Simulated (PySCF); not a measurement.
UHF on Hg⁺ (mercury, charge +1)

Configuration: [Xe] 4f14 5d10 6s1, 2S determinant. Calculation: PySCF 2.14, in aug-cc-pVDZ-PP with ECP60MDF; scalar relativity through the core potential.

```
Total energy             : -152.226049 hartree
One-electron energy      : -263.4952 hartree
Hartree (Coulomb) energy : 124.1048 hartree
Exchange energy          : -12.8357 hartree
⟨S²⟩                     : 0.7516
⟨L²⟩                     : 0.000
Sum of ⟨r⟩               : 25.64 bohr
Sum of ⟨r²⟩              : 42.60 bohr²
Time after the integrals : 0.24 s of wall time on 1 thread of Neoverse-N1 (shared host)
```

```
shell  electrons  mean orbital energy (eV)  rms radius, mean of both spins (bohr)
 5s α          1                   -146.93                                  0.980
 5s β          1                   -146.75                                  0.980
 5p α          3                   -91.632                                   1.12
 5p β          3                   -91.625                                   1.12
 5d α          5                   -25.533                                   1.58
 5d β          5                   -25.212                                   1.58
 6s α          1                   -17.319                                   2.87
```

Energies and moments cover only the electrons outside the core potential. Spin-orbit coupling, which splits the p, d and f shells strongly at this Z, is absent.
